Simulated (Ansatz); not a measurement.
`S[Si]S` + `[NH2][Ga]([NH2])[F]` → `N[Si]S` + `[NH2][Ga]([F])[SH]`  (redistribution)

Calculated with Ansatz (gas phase, PBE0-D4/def2-TZVP geometries, no zero-point term in ΔE). CCSD(T)/CBS is the MP2 limit (def2-TZVPP, def2-QZVPP) plus CCSD(T) − MP2 in def2-TZVPP, frozen cores. This one scheme is used for every species. DFT in def2-TZVPP. For Ga outer-core shells are correlated without core-valence functions, which leaves a few kJ/mol of doubt a bond. Scalar relativity is left out up to krypton. One conformer a species, not always the lowest.

```csv
level,ΔE (kJ/mol)
ωB97M-V,-62.3
SCS-MP2/def2-TZVPP,-58.9
```

Q: What does CCSD(T)/CBS give? (Estimate.)

A: Computed: -55.6 kJ/mol. The listed levels differ from it by -6.7, -3.3 kJ/mol.

Largest T1 diagnostic among the species: 0.015.

In def2-TZVPP, CCSD(T) changes the Hartree–Fock value by +11.0 kJ/mol (the triples alone add +2.0 kJ/mol) and MP2 by +12.0 kJ/mol. From PBE to PBE0 (25 % exact exchange), in def2-TZVPP and without D4, ΔE moves by −3.3 kJ/mol.
